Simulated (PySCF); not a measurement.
## Gas-phase XPS of `[SiH3]NC1CC1`, computed

C3H9NSi.
Bonds: Si1–N2, N2–C3, C3–C4, C4–C5, C3–C5. Hydrogens: H6, H7, H8 on Si1; H9 on N2; H10 on C3; H11, H12 on C4; H13, H14 on C5.

Method used: delta-SCF UKS SCAN, pcX-2 on the ionised atom, pcseg-1 elsewhere, spin-free X2C (PySCF). Vertical ΔSCF values, vacuum level as zero.

**Question.** Give the core binding energies atom by atom.

**Answer.** 
| atom(s) | bonded to | level | binding energy (eV) | 2p1/2 (eV) | above the level's lowest (eV) | count |
| --- | --- | --- | --- | --- | --- | --- |
| Si1 | N and 3 H | Si 2p3/2 | 106.82 | 107.45 | 0.00 | 1 |
| C4/C5 | 2 C and 2 H | C 1s | 290.52 | – | 0.00 | 2 |
| C3 | N, 2 C and H | C 1s | 291.47 | – | +0.95 | 1 |
| N2 | C, H and Si | N 1s | 404.45 | – | 0.00 | 1 |
| Si1 | N and 3 H | Si 1s | 1846.68 | – | 0.00 | 1 |

The listed C 1s values span 0.95 eV, from C4/C5 (bonded to 2 C and 2 H) to C3 (bonded to N, 2 C and H). Summing the Pauling electronegativity differences to the bonded atoms, each weighted by its formal bond order, gives -0.70 for the lowest site and +0.14 for the highest.

**Question.** Give the binding energy of Si 2p3/2 of Si1 in hartree and in kJ/mol.

**Answer.** 106.82 eV = 3.9256 Eh = 10307 kJ/mol.

Topologically equivalent atoms share the value of their first member; where this conformer doesn't relate them by symmetry, their own values could differ. The 2p values aren't plain energy differences: one relaxed spin-free 2p hole is combined with a matrix within the shell (ground-state 2p orbital-energy differences and spin–orbit coupling). 2p3/2, the mean of its two sublevels, lies a third of the splitting below the shell's mean and 2p1/2 two thirds above it; the statistical areas are 2:1. 2p1/2 minus 2p3/2 (ligand field included): Si 0.62 eV. One conformer (not necessarily the lowest) at the PBE0-D3(BJ)/def2-SVP geometry, without solvent, vibrations or thermal averaging.

The run took 33 s on Arm Neoverse V1, one thread, shared host.

Shape of the structure used: `[SiH3:1][NH:2][CH:3]1[CH2:4][CH2:5]1`: Si1–N2–C3–C4 -137°.
